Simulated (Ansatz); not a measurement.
AlH₆NSeSi (`[SiH3][NH][AlH][SeH]`): the same geometry under several functionals.

```yaml
crystal:
  periodic: [false, false, false]
  atoms:
    - {symbol: Si, position_ang: [-0.096774, 1.736600, 0.127141]}
    - {symbol: N, position_ang: [0.144630, 0.219555, 0.914895]}
    - {symbol: Al, position_ang: [0.148980, -1.423480, 0.233414]}
    - {symbol: Se, position_ang: [-0.205214, -1.644246, -2.044392]}
    - {symbol: H, position_ang: [-1.287168, 2.460902, 0.652852]}
    - {symbol: H, position_ang: [-0.302939, 1.453176, -1.317164]}
    - {symbol: H, position_ang: [1.075642, 2.642009, 0.280232]}
    - {symbol: H, position_ang: [0.303535, 0.280261, 1.912822]}
    - {symbol: H, position_ang: [0.388861, -2.671333, 1.168063]}
    - {symbol: H, position_ang: [-0.086451, -3.104645, -1.924863]}
basis:
  gaussian: {orbitals: def2-TZVPP}
hamiltonian: {xc: r2scan, dispersion: d4}
output: {forces: true, orbitals: {seedname: orbitals}}
```

```sh
$ ansatz run in.yaml --threads 4 --pin off --events-out ev --progress --plain --max-ram 10444MiB
```

It prints (some lines left out):

```
Functional definition: r2SCAN
1453 factors; their error is unknown
mean field evaluation 1: about -81403.8006 eV, gradient 7.0e1 eV
mean field evaluation 2: about -81363.1245 eV, gradient 1.3e2 eV
mean field evaluation 4: about -81413.0699 eV, gradient 8.3e0 eV
mean field evaluation 8: about -81413.2267 eV, gradient 3.2e-1 eV
mean field evaluation 16: about -81413.1778 eV, gradient 3.2e-4 eV
mean field -81413.17775109 eV, -2991.8790985185 hartree, gradient 1.2e-5 eV, S^2 0.000000; 0 other end points of the search recorded, 0 dependent functions left out
reference -81413.17776610 eV, -2991.8790990702 hartree; 37, 37 occupied and 210, 210 virtual orbitals, 1453 factors
Total energy: -81413.23684186 eV, -2991.8812700643 hartree
Atom 0 at    -0.096774     1.736600     0.127141 Å, force    -0.006312     0.065049    -0.018669 eV/Å
Atom 1 at     0.144630     0.219555     0.914895 Å, force    -0.002134    -0.013236    -0.009320 eV/Å
Atom 2 at     0.148980    -1.423480     0.233414 Å, force     0.008928    -0.075061     0.010917 eV/Å
Atom 3 at    -0.205214    -1.644246    -2.044392 Å, force    -0.002253    -0.022032    -0.016362 eV/Å
Atom 4 at    -1.287168     2.460902     0.652852 Å, force     0.023314    -0.010144    -0.015998 eV/Å
Atom 5 at    -0.302939     1.453176    -1.317164 Å, force     0.003795     0.010051     0.035509 eV/Å
Atom 6 at     1.075642     2.642009     0.280232 Å, force    -0.024576    -0.013714    -0.007867 eV/Å
Atom 7 at     0.303535     0.280261     1.912822 Å, force     0.004531     0.011005     0.036424 eV/Å
Atom 8 at     0.388861    -2.671333     1.168063 Å, force    -0.004349     0.028975    -0.013596 eV/Å
Atom 9 at    -0.086451    -3.104645    -1.924863 Å, force    -0.000944     0.019106    -0.001039 eV/Å
Dipole moment:     0.057302    -0.080379     0.319373 e Å
```

It took 2.9 s on 4 threads of an INTEL XEON PLATINUM 8581C on a shared host, with 0.39 GiB of host memory at the peak.

Changing it to `hamiltonian: {xc: {name: B2PLYP}}` and no forces (abridged; 3.6 s):

```
Functional definition: B2PLYP
mean field evaluation 16: about -81391.6449 eV, gradient 2.4e-4 eV
mean field -81391.64494589 eV, -2991.0877825231 hartree, gradient 3.2e-6 eV, S^2 0.000000
20 core orbitals not correlated: weight in the atoms' cores, before any rotation towards them, 1.000 or more for the frozen orbitals, at most 0.000 for the correlated occupied ones
second order -22.81944451 eV of doubles, -0.00000000 eV of singles
Total energy: -81397.80638544 eV, -2991.3142112503 hartree
```
